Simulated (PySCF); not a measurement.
Ionisation energy of Tc¹⁴⁺ by level of theory

Tc¹⁴⁺ [Ar] 3d10 4s1 [4s1/2^1, M_J = 1/2] → Tc¹⁵⁺ [Ar] 3d10, as a difference of total energies. Calculation: PySCF 2.14, in an uncontracted even-tempered set (18 s from 0.66 bohr⁻², ratio 2.8; 13 p from 0.86 bohr⁻², ratio 2.8; 9 d from 1.5 bohr⁻², ratio 2.8; 4 f from 4.1 bohr⁻², ratio 3); the two-component X2C-1e Hamiltonian. Correlated levels: [Ne] frozen; the 86 highest virtual spinors dropped. "Screened" scales the spin-orbit matrix elements by Boettger's factors to mimic the two-electron term; Breit and QED terms are absent.

```
                    method  ionisation energy (eV)
 GHF (screened spin-orbit)                  336.62
GMP2 (screened spin-orbit)                  337.73
```

Question: How much does correlation contribute at GMP2 (screened spin-orbit)?

Answer: 337.73 − (336.62) = 1.11 eV, measured against GHF (screened spin-orbit).

Breit and QED terms and the two-electron picture change are absent.

For comparison: 338.55 ± 0.17 eV (semi-empirical (NIST evaluation); NIST Atomic Spectra Database, ionization energies).
